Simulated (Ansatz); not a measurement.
Basis sets compared for the cluster W3O9⁻ (the lowest doublet isomer of a short search). Charge -1, multiplicity 2. Geometry PBE-D4/def2-SVP. Ansatz on 4 threads of Arm Neoverse N1 on a shared host; times are rough, and most runs start from earlier orbitals.

```
atom   x (Å)   y (Å)   z (Å)
  W1  -1.543   0.092  -0.401
  W2   0.445  -1.785  -1.279
  W3   1.483   0.148   0.574
  O4  -3.265  -0.594   0.169
  O5  -0.248   0.994   0.713
  O6   1.674  -0.638   2.095
  O7   2.129  -1.262  -0.708
  O8   2.161   1.973   0.716
  O9  -2.778   0.498   1.055
 O10  -1.815   1.204  -1.690
 O11   3.157   1.027   0.141
 O12  -1.401  -1.658  -1.384
```

In the def2 sets W takes a core potential; there is no spin–orbit coupling. The structure holds 2 bonds between oxygen atoms, so isomers without such links may lie far lower. The structure comes from a short search, and lower isomers may exist.

```csv
level,functions,energy (Eh),HOMO (eV),LUMO (eV),wall time
PBE-D4/def2-SVP (with forces),222,-877.6300,-1.07,-0.46,27 s
PBE0-D4/def2-SVP,222,-877.3377,-2.38,0.18,60 s
```

(1) Estimate the rows for PBE-D4/def2-SVPD, PBE0-D4/def2-SVPD.

Answers

(1) 
```tsv
level	functions	energy (Eh)	HOMO (eV)	LUMO (eV)	wall time
PBE-D4/def2-SVPD	312	-877.6866	-1.19	-0.59	43 s
PBE0-D4/def2-SVPD	312	-877.3959	-2.42	0.09	5.6 min
```
